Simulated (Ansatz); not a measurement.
Basis-set series for `[SeH][SiH]1BS1`. Charge 0, multiplicity 1. All single points use the PBE0-D4/def2-TZVP geometry. It is one conformer, not always the lowest.

Cartesian coordinates in Å:
```
Se -0.895 -0.024 2.045
Si 0.347 0.143 0.161
B 0.100 -1.014 -1.359
S -0.665 0.538 -1.721
H -0.595 1.354 2.460
H 1.510 1.031 0.378
H 0.198 -2.028 -1.963
```

| functional | basis | functions | energy (Eh) | HOMO (eV) | LUMO (eV) |
| --- | --- | --- | --- | --- | --- |
| PBE0-D4 | def2-SVP | 97 | -3114.82874 | -7.00 | -1.88 |
| PBE0-D4 | def2-TZVPP | 205 | -3115.39015 | -7.04 | -2.00 |
| ωB97M-V | def2-SVP | 97 | -3115.20872 | -9.00 | 0.23 |
| ωB97M-V | def2-TZVPP | 205 | -3115.76931 | -9.06 | 0.00 |

Task: Give the rows for def2-QZVPP. (Estimate.)

Result: Computed: 
| functional | basis | functions | energy (Eh) | HOMO (eV) | LUMO (eV) |
| --- | --- | --- | --- | --- | --- |
| PBE0-D4 | def2-QZVPP | 376 | -3115.46343 | -7.05 | -2.03 |
| ωB97M-V | def2-QZVPP | 376 | -3115.83956 | -9.08 | -0.08 |

Positive LUMOs are unbound and depend on the basis. Scalar relativity is left out up to krypton.
